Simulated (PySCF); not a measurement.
CH₈GeOSi, SMILES CO[SiH2][GeH3]. Atoms are numbered in the order given.

```xyz
12

Si    -0.4443    -1.1172     0.2905
Ge     1.2604     0.5406     0.0562
O     -1.8147    -0.7094    -0.5676
C     -2.5726     0.4435    -0.3332
H      0.0189    -2.4190    -0.2643
H     -0.7610    -1.2800     1.7480
H      0.8092     1.9010     0.6250
H      2.5276     0.1084     0.8203
H      1.6340     0.7462    -1.4241
H     -2.9712     0.4778     0.6980
H     -3.4265     0.4516    -1.0272
H     -1.9895     1.3685    -0.5021
```
Charge 0, spin multiplicity 1.

Geometry: PBE0-D3(BJ)/def2-SVP. This is a generated structure with no PubChem entry under its InChIKey; it may be hypothetical. The values are those of a single conformer.

Computed with TDA-PBE/def2-SVPD in PySCF.

Vertical excitations. Isolated molecule, no solvent.

```csv
state,energy (eV),λ (nm),f,main pairs
S1,5.52,225,0.008,HOMO→LUMO 97 %
S2,6.00,207,0.040,HOMO→LUMO+1 92 %
S3,6.34,196,0.009,"HOMO→LUMO+2 72 %, HOMO−1→LUMO 20 %"
S4,6.35,195,0.013,"HOMO−1→LUMO 76 %, HOMO→LUMO+2 20 %"
S5,6.47,192,0.129,HOMO→LUMO+3 84 %
S6,6.77,183,0.020,HOMO−1→LUMO+1 95 %
S7,6.82,182,0.002,HOMO→LUMO+4 95 %
S8,7.00,177,0.022,"HOMO−2→LUMO 50 %, HOMO→LUMO+5 46 %"
S9,7.03,176,0.009,"HOMO→LUMO+5 51 %, HOMO−2→LUMO 39 %"
S10,7.10,175,0.006,HOMO−1→LUMO+2 82 %
T1,5.10,243,0,HOMO→LUMO 99 %
T2,5.74,216,0,HOMO→LUMO+1 96 %
T3,5.87,211,0,HOMO→LUMO+2 95 %
T4,6.01,206,0,HOMO−1→LUMO 96 %
```
Triplets are in the Tamm–Dancoff approximation.
